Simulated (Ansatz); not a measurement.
Ideal-gas functions of `[OH][GeH]([F])[F]` at 800 K and 1 bar, from an Ansatz frequency run at PBE0-D4/def2-TZVP.

Molar mass 128.62 g/mol, point group Cs (symmetry number 1), electronic degeneracy 1, moments of inertia 86.692, 90.021, 142.028 u Å². Harmonic wavenumbers (cm⁻¹, unscaled): 156, 238, 269, 272, 700, 707, 727, 738, 772, 928, 2273, 3885.

Use S(trans) = R[1.5 ln M + 2.5 ln T − 1.1517]; rotational temperatures θ = 24.2544 K / I; S(rot) = R[ln(√π/σ · √(T³/θAθBθC)) + 1.5]; for each mode x = 1.438777 ν̃/T, S = R[x/(eˣ − 1) − ln(1 − e⁻ˣ)] and H = RT x/(eˣ − 1); 1 cm⁻¹ = 0.0119627 kJ/mol; R = 8.31446 J/(mol·K).

Task: By hand: the entropy, in J/(mol·K).

Result: Translation 189.9. Rotation: θ = 0.2798, 0.2694, 0.1708 K, giving 118.7. Vibration, mode by mode: 18.91, 15.43, 14.43, 14.34, 6.93, 6.86, 6.65, 6.55, 6.22, 4.96, 0.72, 0.06, in all 102.1. Electronic 0.0. Sum 410.7 J/(mol·K).

Task: By hand: H − E and G − E in kJ/mol, counted from the electronic energy.

Result: Zero-point energy ½ × 11665 × 0.0119627 = 69.8; thermal vibration 40.6; translation, rotation and pV give 4 RT = 26.6. H − E = 137.0 kJ/mol, and G − E = 137.0 − 800 × 410.7/1000 = -191.6 kJ/mol.

Vibration gives 25 % of the entropy. The sum counts one conformer and one mirror image; others add a mixing term.
